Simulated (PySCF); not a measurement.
C3H6BN3.

```xyz
13

C      3.5029     0.2983     0.1051
C      2.2999     0.2176     0.2441
C      0.8789     0.1281     0.4767
N      0.0293    -0.0140    -0.4552
B     -1.4110    -0.1352    -0.2180
N     -1.9056    -1.3125     0.4056
N     -2.2491     0.9304    -0.6329
H      4.5652     0.3682    -0.0361
H      0.5960     0.1949     1.5500
H     -2.8888    -1.5483     0.4497
H     -1.2962    -2.0926     0.6117
H     -1.8782     1.7345    -1.1203
H     -3.2559     0.9280    -0.5433
```

Geometry optimised at B3LYP-D3(BJ)/def2-SVP. The structure was generated by enumeration; whether it is a known compound was not checked. One conformer was computed; it need not be the lowest.

Calculation: PySCF with PBE/pcSseg-1. Non-relativistic, no solvent.

Computed absolute GIAO shielding of each atom: isotropic value and principal components (ppm):
```tsv
atom	σ(iso)	σ11	σ22	σ33	span
C1	97.1	42.5	45.2	203.6	161.2
C2	92.3	-4.2	-2.5	283.6	287.8
C3	31.3	-57.6	36.2	115.3	172.9
N4	-180.1	-569.6	-198.1	227.4	797.0
B5	70.6	40.1	67.0	104.8	64.8
N6	210.8	178.4	206.4	247.6	69.3
N7	208.5	176.1	204.4	245.1	69.0
H8	28.4	24.7	25.0	35.3	10.6
H9	23.1	19.8	23.8	25.7	5.9
H10	29.8	23.9	26.9	38.7	14.8
H11	29.9	24.0	27.5	38.2	14.2
H12	29.5	23.9	27.0	37.7	13.8
H13	29.6	24.0	26.7	38.1	14.1
```
